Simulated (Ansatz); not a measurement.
A made-up structure of MgHIO, singlet:

O1  (-1.160, 0.566, -0.626)
Mg2  (0.389, -0.230, 0.278)
I3  (2.578, -1.408, 1.647)
H4  (-1.806, 1.072, -1.298)
(Å)

It is relaxed with PBE-D4/def2-SVP and then PBE0-D4/def2-TZVP (Ansatz 0.2.0). Atoms count as bonded within 1.22 times the sum of their covalent radii (H–H: 0.88 Å). The end point is not checked to be a true minimum.

Problem. Does its bonding change? (Judge from chemistry; the calculation decides.)

Solution. Computed: No: no bond forms or breaks.

Where it ends: The first stage lowers the energy by 0.77 eV in 5 steps. It ends as MgHIO ([OH][Mg][I]):
```
4
angstrom
O -1.0567 0.4983 -0.5418
Mg 0.3386 -0.2076 0.2545
I 2.3063 -1.2525 1.4615
H -1.5882 0.9618 -1.1743
```

Labels in which every atom is bracketed show which atoms are joined, not bond orders.

For scale, one of the runs: PBE0-D4/def2-TZVP relaxation, 119 basis functions, launched by `ansatz run in.yaml --threads 2 --pin off --events-out ev --progress --plain --max-ram 4352MiB`. The run took about 20 s on 2 CPU threads of an Intel Xeon Platinum 8259CL (shared host).
